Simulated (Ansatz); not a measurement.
## Ansatz (development build ahead of 0.2.0) run

```yaml
crystal:
  periodic: [false, false, false]
  atoms:
    - { symbol: H, position_ang: [0.73337, -0.0241, 0.05047] }
    - { symbol: H, position_ang: [-0.32606, 0.64314, 0.00876] }
    - { symbol: H, position_ang: [-0.3419, -0.70639, 0.04862] }
basis:
  gaussian: { orbitals: def2-SVP }
total_charge: 1
hamiltonian:
  xc: hf
```

The input is written out in the form of the current development build from the run's settings.

The run gave:

```yaml
Converged: yes
Total_energy: -1.21905 hartree
Spin_squared_of_the_determinant: 0.000
```

Caution: stretched shape with no unrestricted run beside it, a lower state can exist.
